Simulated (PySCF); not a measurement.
Compound: C3H15NSi3.
Z-matrix (Å and degrees, GFN2-xTB geometry), rows numbered from 1:
```
C 
N   1  1.4409
C   2  1.4399  1  111.80
Si  2  1.7242  1  121.03  3   155.84
Si  4  2.3195  2  110.68  1   164.40
C   5  1.9121  4  110.38  2   -50.93
Si  5  2.3173  4  114.28  2  -173.35
H   1  1.0865  2  109.74  3   176.89
H   1  1.0972  2  111.80  3   -62.68
H   1  1.0943  2  109.84  3    57.27
H   3  1.0951  2  109.85  1   -57.79
H   3  1.0872  2  110.18  1  -177.50
H   3  1.0981  2  111.79  1    61.81
H   4  1.4706  2  102.62  1    42.70
H   4  1.4818  2  113.44  1   -70.04
H   5  1.4852  4  111.01  2    64.26
H   6  1.0866  5  111.89  4    52.68
H   6  1.0871  5  110.68  4   -66.98
H   6  1.0869  5  111.68  4   173.35
H   7  1.4653  5  112.15  4   -67.91
H   7  1.4668  5  112.12  4    51.27
H   7  1.4665  5  114.60  4   171.60
```

Computed at PBE0/pcSseg-1 (PySCF, non-relativistic), with Q(14N) = 0.02044 b: N2, 14N (I = 1): χzz = -5.501 MHz, η = 0.312.

Question: Find the zero-field quadrupole resonance frequencies of 14N at N2.

Answer: From ν± = (3/4)|χ|(1 ± η/3) and ν0 = |χ|η/2: ν+ 4.555 MHz, ν− 3.696 MHz, ν0 0.859 MHz (silicon-bound nitrogen).

In a crystal, neighbours and librations shift these lines. The structure is a single GFN2-xTB conformer in the gas phase; no vibrational or solvent corrections. GFN2-xTB bond lengths can be off by several hundredths of an ångström, more for odd bonds, and the gradients follow them. The small basis limits the accuracy of the gradients.

These values come from a run that also computed NMR shieldings. Hardware: an Arm Neoverse N1 with one thread, no GPU, shared host. Cost: 68 s, 1.0 GiB resident at most.
